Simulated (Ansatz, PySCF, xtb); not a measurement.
Gas-phase reaction R1 → P1 + P2, each structure at its B3LYP-D3(BJ)/def2-TZVP stationary point, reached from a drawn start (curvature not checked).
R1: GaH3 (SMILES [GaH3]), charge 0, multiplicity 1.
P1: GaH (SMILES [GaH]), charge 0, multiplicity 1.
P2, H2 (SMILES [H][H]) (charge 0, multiplicity 1):
```tsv
atom	x (Å)	y (Å)	z (Å)
H	0.0000	0.0000	0.3720
H	0.0000	0.0000	-0.3720
```

```tsv
level	reaction energy (kJ/mol)	minus CCSD(T)/cc-pVQZ
GFN1-xTB	207.0	129.4
GFN2-xTB	51.5	-26.1
HF/cc-pVDZ	86.4	8.8
HF/cc-pVTZ	81.3	3.7
SVWN5/def2-TZVPP	115.3	37.7
PBE/def2-TZVPP	77.9	0.3
PBE-D3(BJ)/def2-TZVPP	79.4	1.8
BLYP/def2-TZVPP	52.4	-25.2
BLYP-D3(BJ)/def2-TZVPP	55.6	-22.0
revPBE/def2-TZVPP	64.6	-13.0
revPBE-D3(BJ)/def2-TZVPP	68.1	-9.5
revPBE-D4/def2-TZVPP	70.2	-7.4
r2SCAN-D3(BJ)/def2-TZVPP	98.4	20.8
B3LYP/def2-TZVPP	66.8	-10.8
B3LYP-D3(BJ)/def2-TZVPP	69.5	-8.1
B3LYP-D4/def2-TZVPP	69.9	-7.7
PBE0-D3(BJ)/def2-TZVPP	91.3	13.7
PBE0-D4/def2-TZVPP	91.6	14.0
BHLYP/def2-TZVPP	81.2	3.6
BHLYP-D3(BJ)/def2-TZVPP	83.5	5.9
BHLYP-D4/def2-TZVPP	83.6	6.0
M06-2X/def2-TZVPP	73.7	-3.9
CAM-B3LYP/def2-TZVPP	85.9	8.3
CAM-B3LYP-D3(BJ)/def2-TZVPP	87.1	9.5
wB97X-V/def2-TZVPP	97.9	20.3
wB97M-V/def2-TZVPP	82.9	5.3
B2PLYP/def2-TZVPP	74.1	-3.5
B2PLYP-D3(BJ)/def2-TZVPP	75.4	-2.2
B2PLYP-D4/def2-TZVPP	75.4	-2.2
MP2/cc-pVDZ	84.6	7.0
MP2/cc-pVTZ	83.8	6.2
MP2/cc-pVQZ	86.9	9.3
SCS-MP2/cc-pVDZ	80.1	2.5
SCS-MP2/cc-pVTZ	79.3	1.7
SCS-MP2/cc-pVQZ	82.5	4.9
CCSD/cc-pVDZ	70.8	-6.8
CCSD/cc-pVTZ	73.0	-4.6
CCSD(T)/cc-pVDZ	71.6	-6.0
CCSD(T)/cc-pVTZ	74.0	-3.6
CCSD(T)/cc-pVQZ	77.6	0.0
```

 The comparison column counts from a level with limits of its own.

P less R. No zero-point or thermal terms; no spin–orbit coupling.

Correlated levels freeze the cores. In cc and def2 sets filled d and f shells under p-block atoms count as core.

Codes used: Ansatz (an electronic-structure program); PySCF for M06-2X and the D3/D4 terms; xtb for the GFN methods. No computed number here is a measurement.
